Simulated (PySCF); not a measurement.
An unknown gives this computed stick spectrum. Computed with PySCF 2.14.0, density-fitted response routines, TDDFT PBE0/def2-SVPD, vertical, gas phase, core orbitals frozen in the response. Geometries: GFN2-xTB, one conformer each.

| state | E (eV) | f |
| --- | --- | --- |
| S1 | 5.68 | 0.022 |
| S2 | 5.90 | 0.0047 |
| S3 | 6.12 | 0.0078 |
| S4 | 6.17 | 0.0062 |
| S5 | 6.30 | 0.0012 |
| S6 | 6.43 | 0.0011 |
| S7 | 6.50 | 0.014 |
| S8 | 6.56 | 0.017 |

Triplets computed (Tamm–Dancoff): 5.33, 5.64, 5.69 eV.

Problem. Which candidate is it?
A. `CO/C(F)=C/SC`
B. `[SiH3]S[C@@H]([SiH3])O[SiH2]S`
C. `O=C1OCC=C1[SiH2]Cl`
D. `C#CC#CC[SiH3]`

Solution. B. Its S1, at 5.68 eV, is the highest among the candidates; the nearest of the others has S1 at 4.84 eV. S1 is HOMO-1→LUMO (78%), HOMO→LUMO (15%). Löwdin shares by element: HOMO sulfur 71% or more, silicon 11% or more, hydrogen 6% or more; LUMO silicon 31% or more, sulfur 18% or more, hydrogen 7% or more (atoms not listed hold the other 43%). At the same level the other candidates give, for their lowest levels:
- `C#CC#CC[SiH3]`: 4.67 eV (f 0.000); 4.91 eV (f 0.010); 4.95 eV (f 0.000); 6.21 eV (f 0.003); 6.43 eV (f 0.000); T1 3.78 eV; HOMO -6.99, LUMO -0.50 eV
- `O=C1OCC=C1[SiH2]Cl`: 4.83 eV (f 0.000); 6.11 eV (f 0.200); 6.34 eV (f 0.001); 6.44 eV (f 0.036); 6.82 eV (f 0.053); T1 4.00 eV; HOMO -8.30, LUMO -1.78 eV
- `CO/C(F)=C/SC`: 4.84 eV (f 0.007); 4.99 eV (f 0.002); 5.62 eV (f 0.021); 5.68 eV (f 0.275); 5.81 eV (f 0.078); T1 3.77 eV; HOMO -5.56, LUMO 0.55 eV

Conformer computed: `[SiH3:1][S:2][C@@H:3]([SiH3:4])[O:5][SiH2:6][SH:7]`: Si1–S2–C3–Si4 159°, S2–C3–O5–Si6 -36°, C3–O5–Si6–S7 -168°, H–S7–Si6–O5 -179°.
